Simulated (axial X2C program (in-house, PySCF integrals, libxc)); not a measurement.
# Testing model relations on HfO

A bond curve at the PBE0 level, 2c, was computed with an in-house relativistic program for diatomic molecules (basis Hf dyall-cv3z [13s14p9d7f4g], O dyall-av3z [7s6p3d2f] (cores contracted in-house)) for the state Ω = 0 (closed shell). Its fit gives Re = 1.7112 Å, ωe = 1010.7 cm⁻¹, ωexe = 2.9 cm⁻¹ and αe = 1.595e-03 cm⁻¹; the masses are 179.9465 and 15.9949 u. Two-component means X2C with spin–orbit coupling and atomic mean-field Coulomb and Gaunt terms.

Find the reduced mass, Be and the force constant.

From the PBE0 values: μ = 14.6892 u. Be = 16.8576/(μ Re²) = 0.3919 cm⁻¹. k = 5.8918×10⁻⁷ μ ωe² = 8.84 mdyn/Å.

Estimate the centrifugal constant by the Kratzer relation.

D = 4Be³/ωe² = 2.36e-07 cm⁻¹.

Give B0, the J = 1←0 line in GHz and the most populated J at 300 K (kT = 208.5 cm⁻¹).

B0 = Be − αe/2 = 0.3911 cm⁻¹; 2B0 = 23.45 GHz; J(max) ≈ √(kT/2B0) − 1/2 = 15.8, so J = 16.

The dipole moment p changes by 6.96 D/Å at Re. What harmonic infrared intensity follows?

I = 42.256 × (dp/dR)²/μ = 140 km/mol.

Where do the fundamental and the first overtone lie?

ν(1←0) = ωe − 2ωexe = 1004.9 cm⁻¹; ν(2←0) = 2ωe − 6ωexe = 2004.0 cm⁻¹.

The state is a single determinant with fixed occupations, the lowest that a limited PBE0 search found.
